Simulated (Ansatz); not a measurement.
`[OH][Ti-]1([F])([F])[O]C=CC=[O+]1` + `OB(O)O` → `O[B-]1(O)OC=CC=[O+]1` + `[OH][Ti]([OH])([F])[F]`  (substitution at a C–O bond)

Isolated molecules relaxed with PBE0-D4/def2-TZVP in Ansatz; ΔE leaves out vibrations. CCSD(T)/CBS is the MP2 limit (def2-TZVPP, def2-QZVPP) plus CCSD(T) − MP2 in def2-TZVPP, frozen cores. This one scheme is used for every species. Functionals use def2-TZVPP. For Ti outer-core shells are correlated without core-valence functions, which leaves a few kJ/mol of doubt a bond. Scalar relativity is left out up to krypton. One conformer a species, not always the lowest.

`[OH][Ti-]1([F])([F])[O]C=CC=[O+]1`:

Cartesian coordinates in Å:
```
O -1.219 2.214 0.194
Ti 0.405 1.478 0.091
F 1.165 2.340 1.439
F 1.432 2.104 -1.196
O -0.312 0.133 -1.277
C -0.497 -1.105 -1.252
C -0.154 -1.938 -0.185
C 0.440 -1.404 0.938
O 0.705 -0.174 1.127
H -1.400 2.974 0.754
H -0.955 -1.549 -2.144
H -0.338 -3.001 -0.245
H 0.726 -2.071 1.757
```

`OB(O)O`:

Z-matrix (Å, degrees):
```
B
O 1 1.366
O 1 1.366 2 120.0
O 1 1.366 2 120.0 3 180.0
H 2 0.960 1 112.2 3 -0.0
H 3 0.960 1 112.2 2 180.0
H 4 0.960 1 112.2 2 0.0
```

`O[B-]1(O)OC=CC=[O+]1`:

Cartesian coordinates in Å:
```
O 0.116 1.579 1.263
B 0.546 0.939 0.083
O 1.527 1.530 -0.728
O 1.109 -0.460 0.418
C 0.401 -1.509 0.368
C -0.882 -1.555 -0.149
C -1.374 -0.394 -0.721
O -0.760 0.714 -0.716
H 0.852 1.979 1.729
H 1.355 2.463 -0.860
H 0.882 -2.413 0.744
H -1.441 -2.477 -0.183
H -2.330 -0.394 -1.247
```

`[OH][Ti]([OH])([F])[F]`:

Z-matrix (Å, degrees):
```
Ti
O 1 1.778
F 1 1.760 2 110.8
O 1 1.778 2 107.7 3 121.3
F 1 1.760 2 110.8 3 -117.4
H 2 0.958 1 134.9 3 58.7
H 4 0.958 1 134.9 2 179.9
```

**Question.** Is it downhill or uphill in electronic energy at CCSD(T)/CBS, and by how much? (An estimate is asked.)

**Answer.** Ansatz gave: Uphill: ΔE = +0.90 eV.

**Question.** What do these levels give: r2SCAN, SCS-MP2/def2-TZVPP, CCSD(T)/def2-TZVPP, SCS-MP2/def2-QZVPP, HF/CBS(def2), MP2/CBS(def2)? (Best estimate.)

**Answer.** Computed: r2SCAN 0.81, SCS-MP2/def2-TZVPP 0.79, CCSD(T)/def2-TZVPP 0.84, SCS-MP2/def2-QZVPP 0.82, HF/CBS(def2) 1.08, MP2/CBS(def2) 0.80 eV.

Largest T1 diagnostic among the species: 0.023, so the coupled-cluster value is less sure than usual.

In def2-TZVPP, CCSD(T) changes the Hartree–Fock value by −0.23 eV (the triples alone add −0.01 eV) and MP2 by −0.32 eV.
